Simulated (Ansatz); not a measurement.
Consider the substitution at a C–C bond: `CCCCCCCCC` + H₂S → `CCCCCS` + `CCCC`.

Gas-phase electronic energies from Ansatz, PBE0-D4/def2-TZVP geometries. CCSD(T)/CBS is the MP2 limit (def2-TZVPP, def2-QZVPP) plus CCSD(T) − MP2 in def2-TZVPP, frozen cores. This one scheme is used for every species. DFT in def2-TZVPP. Each species was taken in one conformer, which may not be the lowest.

```csv
level,ΔE (kcal/mol)
ωB97M-V,-0.6
HF/def2-QZVPP,-2.9
MP2/def2-QZVPP,-0.8
SCS-MP2/def2-QZVPP,-1.2
```

Q: What does CCSD(T)/CBS give? (Best estimate.)

A: The calculation gave: -0.5 kcal/mol. The listed levels differ from it by -0.1, -2.4, -0.3, -0.7 kcal/mol.

Largest T1 diagnostic among the species: 0.009.

The D4 term adds +1.8 kcal/mol with B3LYP and +1.3 kcal/mol with PBE0; it sums over pairs of atoms, weighted by their polarisabilities, and B3LYP, whose exchange is more repulsive, gets the larger term. In def2-TZVPP, CCSD(T) changes the Hartree–Fock value by +3.1 kcal/mol (the triples alone add +0.1 kcal/mol) and MP2 by +2.5 kcal/mol.

B3LYP here is the variant with VWN-RPA as its local correlation; programs differ in this.
